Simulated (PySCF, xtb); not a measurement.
Ti(Cl)3(SH) (Cl₃HSTi), SMILES [SH][Ti]([Cl])([Cl])[Cl], multiplicity 1. The values are those of a single conformer.

Harmonic wavenumbers (cm⁻¹) from GFN2-xTB (xtb 6.7.1) at its own minimum, in rising order: 67, 93, 104, 107, 111, 116, 306, 403, 437, 439, 493, 2320.

### Question
What does B3LYP-D3(BJ)/def2-SVP (PySCF) give at its own minimum? (The exact figures need the calculation; the answer reports its results.)

### Answer
92, 108, 128, 133, 133, 165, 371, 446, 491, 493, 547, 2634. Paired by order, the mean absolute difference is 62 cm⁻¹ and the zero-point energies are 7.1 and 8.2 kcal/mol.
